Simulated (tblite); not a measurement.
C$_{3}$F$_{6}$, triplet, at a GFN2-xTB geometry (a higher spin typed on purpose: for a closed-shell molecule this is an excited state); GFN1-xTB (tblite).

Here is a job for tblite.
```
$ tblite run mol.xyz --method gfn1 --charge 0 --spin 2 --grad --json tblite.json --no-restart

# file mol.xyz
9

F      2.24180610    -0.01504848    -0.67225413
C      1.48256483     0.21210371     0.40084165
F      1.63666190     1.47421199     0.80383342
C      0.18045076    -0.40670960     0.49176153
F     -0.01977017    -1.37904404     1.38117812
C     -1.03302769    -0.07382793    -0.35157085
F     -2.07511199     0.30564498     0.39834754
F     -0.75958953     0.91672918    -1.19651435
F     -1.44398826    -1.12353778    -1.07527882
```

What the program printed (banner, timings and long lists left out):

```
xTB calculator
 | screened Coulomb repulsion
 | Coulomb electrostatics
 |  * isotropic Klopman-Ohno-Mataga-Nishimoto electrostatics
 |  * onsite third-order electrostatics
 | DFT-D3(BJ) dispersion correction

halogen bonding energy    0.0000000000000E+00 Eh
repulsion energy          9.1421901739934E-02 Eh
dispersion energy        -2.5780514666839E-03 Eh
number of electrons       5.4000000000000E+01 e
integral cutoff           1.7350510997663E+01 bohr

------------------------------------------------------------
  cycle        total energy    energy error   density error
------------------------------------------------------------
      1     -36.59921590001  -3.6688060E+01   6.1567325E-01
      2     -37.03486099082  -4.3564509E-01   3.1784177E-01
      3     -37.03558580075  -7.2480993E-04   1.6501769E-01
      4     -37.03557256156   1.3239189E-05   7.5264096E-03
      5     -37.03568483331  -1.1227175E-04   1.0327397E-03
      6     -37.03568799545  -3.1621383E-06   2.7072762E-04
      7     -37.03568814511  -1.4966371E-07   4.5991168E-05
      8     -37.03568815090  -5.7896870E-09   5.2523187E-06
------------------------------------------------------------

electronic energy        -3.7124532001175E+01 Eh
total energy             -3.7035688150902E+01 Eh

Post processing:
 | Mayer-Wiberg bond orders

[Info] Tight-binding results written to 'tblite.txt'
[Info] JSON dump of results written to 'tblite.json'
```
